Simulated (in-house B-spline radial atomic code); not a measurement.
Computed with a B-spline radial atomic code. Model: two electrons, singlet ground state, non-relativistic, full CI in B-splines with partial waves to l = 8 (at full coupling up to 3e-4 hartree above the limit, correlation up to 0.6 % small), density held at that of full coupling by Lieb maximisation.

Along the adiabatic connection the electron repulsion is scaled by a coupling λ while a local potential keeps the density fixed. At λ = 0 the system is the Kohn-Sham one and W equals the exchange energy; the exchange-correlation energy is the area under W between 0 and 1. The kinetic energy rises with λ as the electrons avoid each other, with dT/dλ = −λ dW/dλ.

Command:
```bash
python run_ac.py task.json out
```
Settings (lengths in bohr, energies in hartree):
```
potential              yukawa
strength               6.09
lmax                   8
second                 0.565
```

Time taken, with all properties: 14 s on 1 thread of Intel(R) Xeon(R) Processor @ 2.30GHz (shared host).

**W = mean repulsion less Hartree energy, and W of three functionals.**

Given: confinement screened point charge; nuclear charge 6.09; screening of the nucleus 0.565 1/bohr; external potential -Z exp(-k r)/r.

Computed: LDA exchange minus exact 501.09 millihartree; SCAN exchange minus exact -5.0756 millihartree.

| coupling | W xc (hartree) | W xc minus exchange (millihartree) | kinetic minus Kohn-Sham (millihartree) | LDA (PW92) W minus its exchange (millihartree) | PBE W minus its exchange (millihartree) | SCAN W minus its exchange (millihartree) |
| --- | --- | --- | --- | --- | --- | --- |
| 0 | -3.5533 | 0 | 0 | 0 | 0 | 0 |
| 0.02 | -3.5552 | -1.872 | 0 | -14.9 | -1.87 | -1.85 |
| 0.05 | -3.558 | -4.672 | 0.1 | -31.65 | -4.69 | -4.59 |
| 0.12 | ? | ? | ? | ? | ? | ? |
| 0.25 | ? | ? | ? | ? | ? | ? |
| 0.4 | -3.5898 | -36.544 | 7.2 | -156.21 | -37.86 | -35.13 |
| 0.6 | -3.6074 | -54.134 | 16 | -208.02 | -56.6 | -51.71 |
| 0.8 | -3.6246 | -71.291 | 28 | -253.33 | -75.03 | -67.75 |
| 1 | -3.6413 | -88.032 | 43.1 | -294.03 | -93.12 | -83.32 |
| 1.4 | -3.6736 | -120.32 | 81.8 | -365.59 | -128.18 | -113.15 |
| 2 | -3.7193 | -165.96 | 159.2 | -456.09 | -177.97 | -155.04 |
| 3 | -3.7887 | -235.39 | 332.1 | -578.62 | -253.88 | -218.43 |
| 4.5 | -3.8796 | -326.31 | 671.3 | -722.34 | -353.49 | -301.46 |
| 7 | -4.0036 | -450.31 | 1378 | -901.1 | -490.1 | -415.8 |
| 10 | -4.1193 | -566.04 | 2354.2 | -1058.7 | -619.58 | -524.78 |

Question: What belongs in the row 0.12?

Answer: W xc (hartree): -3.5644; W xc minus exchange (millihartree): -11.16; kinetic minus Kohn-Sham (millihartree): 0.7; LDA (PW92) W minus its exchange (millihartree): -63.39; PBE W minus its exchange (millihartree): -11.31; SCAN W minus its exchange (millihartree): -10.88.

Question: What belongs in the row 0.25?

Answer: W xc (hartree): -3.5763; W xc minus exchange (millihartree): -23.058; kinetic minus Kohn-Sham (millihartree): 2.9; LDA (PW92) W minus its exchange (millihartree): -110.79; PBE W minus its exchange (millihartree): -23.66; SCAN W minus its exchange (millihartree): -22.31.

Question: What is the PBE exchange minus exact?

Answer: 64.284 millihartree.

**Energy parts, natural occupations and partial-wave weights.**

Computed: total energy -27.0368 hartree; exchange energy -3.5533 hartree; correlation energy -0.044937 hartree; initial slope twice GL2 -0.093709 hartree; kinetic part over minus potential part 0.48954; Hartree energy 7.1066 hartree; Lieb Oxford ratio E_xc over LDA exchange 1.1789.

```tsv
natural	occupation of the shell (electrons)
s	1.9985
p	?
s	0.00056699
d	4.5447e-05
p	3.2271e-05
s	1.326e-05
```

Question: What belongs in the row p?

Answer: occupation of the shell (electrons): 0.00084262.

```csv
wave,weight
s,0.99953
p,?
d,2.5581e-05
f,3.7781e-06
g,9.0011e-07
```

Question: What belongs in the row p?

Answer: weight: 0.00043913.

Question: What is the Kohn-Sham kinetic?

Answer: 32.94 hartree.

Question: What is the kinetic part of the DFT correlation energy?

Answer: 0.043095 hartree.

Half-way to full coupling W has made 52 % of its drop, against 50 % for a straight line, and second-order (GL2) theory, half the initial slope, overshoots the correlation energy by about 4 %: correlation is weak here. Over couplings 0 to 1 the errors in E_xc come to about +373 millihartree for LDA, +62 millihartree for PBE, -3.0 millihartree for SCAN, so SCAN is nearest. In LDA and PBE and SCAN the errors of exchange and correlation have opposite signs, so the sum is smaller than the larger of the two.
